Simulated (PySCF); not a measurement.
**IO₂I, singlet: data card**

Level of theory: PBE0 in PySCF with I def2-SVP with ECP28, O def2-SVP; scalar-relativistic core potentials, no spin–orbit coupling; density-fitted integrals.

The structure is a minimum.

- Point group: Cs
- Bond lengths: I–I 2.810 Å, I–O 1.804 Å (×2)
- Bond angles: I–I–O 103.5° (×2), O–I–O 110.8°
- Heat capacity Cp at 298.15 K: 68.7 J/(mol K)
- Rotational constants: 0.1848, 0.02715, 0.02513 cm⁻¹
- Highest occupied level: -8.24 eV
- Enthalpy at 298.15 K above 0 K: 16.33 kJ/mol
- Zero-point energy: 14.9 kJ/mol
- Rotational symmetry number: 1
- Entropy at 298.15 K and 1 bar: 340.4 J/(mol K)
- Atomisation energy without zero-point energy: 468 kJ/mol
- Principal polarisabilities: 37.6, 53.5, 106.7 bohr³
- Dipole moment: 3.43 D
- Lowest empty level: -4.29 eV
- Principal quadrupole moments (Buckingham, traceless) about the centre of mass: -7.13, -5.49, 12.63 D Å

Harmonic modes (masses in u: I 126.904, O 15.995):
```tsv
symmetry	ω (cm⁻¹)	IR (km/mol)	type
a''	131	1.1	bend
a'	146	1.1	mixed
a'	214	46.0	bend
a'	276	22.1	bend
a'	841	51.6	stretch
a''	883	54.0	stretch
```

Charges (e):
```tsv
atom	Mulliken	Löwdin	polar tensor	Mayer order to I1
I1	1.22	1.25	1.41	–
O2,3	-0.53	-0.55	-0.51	1.53
I4	-0.16	-0.15	-0.38	0.73
```

Mulliken populations on I1 (electrons outside its core potential): s 3.86, p 9.43, d 10.48.

Outer orbital energies (eV). occupied: -12.73, -12.70, -9.49, -9.49, -9.20, -8.45, -8.28, -8.24; empty: -4.29, -1.77, -1.75, 5.62.

This need not be the most stable arrangement of these atoms.

The final relaxation and frequency run took of the order of 4 core-minutes on a shared host.
